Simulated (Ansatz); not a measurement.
C2H3BClF, SMILES `C=C(F)BCl`, relaxed with RKS PBE-D4/def2-SVP in Ansatz from a rough embedded geometry. The force threshold is 0.03 eV/Å; the program also tests the step.

Total charge 0; spin multiplicity 1.

Start:

```xyz
8

C    -0.992   -0.857    0.255
C     0.253   -0.421    0.015
F     1.272   -1.309    0.015
B     0.538    1.075   -0.163
Cl    2.332    1.646   -0.456
H    -1.233   -1.884    0.351
H    -1.854   -0.143    0.202
H    -0.315    1.894   -0.220
```

(1) How much energy does the relaxation release, and in how many steps? (An estimate is asked.)

(2) Which bonds change most? (An estimate is asked.)

(3) Give the relaxed structure. (Best estimate.)

Answers

(1) The calculation gave: 28.64 kJ/mol, in 6 steps.

(2) Ansatz gave: B4–Cl5 from 1.906 to 1.750 Å; C1–H6 from 1.059 to 1.102 Å; B4–H8 from 1.184 to 1.212 Å; C1–H7 from 1.121 to 1.099 Å.

(3) Ansatz gave: 
```xyz
8

C    -1.007   -0.852    0.213
C     0.260   -0.412    0.024
F     1.274   -1.306    0.026
B     0.593    1.087   -0.198
Cl    2.242    1.618   -0.442
H    -1.233   -1.919    0.369
H    -1.835   -0.129    0.212
H    -0.294    1.914   -0.205
```
